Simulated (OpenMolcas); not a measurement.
## N³⁺: from CASSCF to CASPT2

```yaml
Program: OpenMolcas 26.06
Basis: ANO-RCC-VTZP [4s3p2d1f]
Scalar_Hamiltonian: DKH2, point nucleus
Active_space: 2 electrons in 4 orbitals (2s 2p)
State_averaging: 2S+1 = 3 even, 3 roots; 2S+1 = 1 even, 7 roots; 2S+1 = 3 odd, 3 roots; 2S+1 = 1 odd, 3 roots
Spin-orbit_coupling: state interaction with AMFI integrals over the reference wave functions, term energies averaged over their components
```

Methods on the same reference wave functions:
A. CASSCF
B. SS-CASPT2, IPEA 0.25 Eh, imaginary shift 0.1 Eh (closed shells correlated: 1s)
C. MS-CASPT2, IPEA 0.25 Eh, imaginary shift 0.1 Eh (closed shells correlated: 1s)
D. XMS-CASPT2, IPEA 0.25 Eh, imaginary shift 0.1 Eh (closed shells correlated: 1s)

Energies in eV above 2s2 1S0, the measured ground level; measured values from Moore, Selected Tables of Atomic Spectra, NSRDS-NBS 3, section 4.

```json
{"Level": "2s2 1S0", "A": "0.0000", "B": "0.0000", "C": "0.0000", "D": "0.0000", "Measured": "0.0000"}
{"Level": "2s 2p 3P* 0", "A": "8.4325", "B": "8.335", "C": "8.337", "D": "8.349", "Measured": "8.3329"}
{"Level": "2s 2p 3P* 1", "A": "8.4412", "B": "8.344", "C": "8.345", "D": "8.357", "Measured": "8.3407"}
{"Level": "2s 2p 3P* 2", "A": "8.4586", "B": "8.361", "C": "8.363", "D": "8.375", "Measured": "8.3586"}
{"Level": "2s 2p 1P* 1", "A": "17.6349", "B": "16.481", "C": "16.482", "D": "16.415", "Measured": "16.2040"}
{"Level": "2p2 3P0", "A": "22.0260", "B": "21.810", "C": "21.812", "D": "21.822", "Measured": "21.7636"}
{"Level": "2p2 3P1", "A": "22.0346", "B": "21.819", "C": "21.821", "D": "21.831", "Measured": "21.7726"}
{"Level": "2p2 3P2", "A": "22.0516", "B": "21.836", "C": "21.838", "D": "21.848", "Measured": "21.7881"}
{"Level": "2p2 1D2", "A": "24.7260", "B": "23.624", "C": "23.626", "D": "23.446", "Measured": "23.4184"}
{"Level": "2p2 1S0", "A": "30.9194", "B": "29.460", "C": "29.464", "D": "29.461", "Measured": "29.1821"}
```

Deviations, from unrounded energies. A percentage is the sum of absolute deviations over the sum of measured energies, with the sign that they share, or ± where signs differ.

```json
{"Against measurement": "mean absolute deviation (cm-1)", "Levels": "9", "A": "5000", "B": "810", "C": "830", "D": "670"}
{"Against measurement": "other configurations (%)", "Levels": "9", "A": "+3.5", "B": "+0.6", "C": "+0.6", "D": "+0.5"}
```

D lies closest to measurement on these levels and A furthest from it. The largest miss of D in the table is 2p2 1S0, by +2300 cm-1. The ranking rests on the paired levels alone, and a cruder setting can come out closer through cancelling errors.

Among B to D the level of the table that moves most is 2p2 1D2, by 1400 cm-1 (lowest in D, highest in C). Moves below CASPT2's spread within the term are not significant.

The lowest spin-free term lies below A's lowest term by 0.008 hartree in B, 0.008 hartree in C, 0.009 hartree in D.

CASPT2 breaks the degeneracy within a term, and the mean is taken; among the terms shown or strongly mixed into the levels shown the widest spread is 16 cm-1 (2p2 1D, D). Computed and measured levels are paired by configuration, term and J; levels that our copy of the source lacks, or whose pairing is in doubt (as where it misses far off the trend of its configuration), stay unpaired and out of the deviations. Levels of configurations outside the active space are missing.

* marks odd parity.
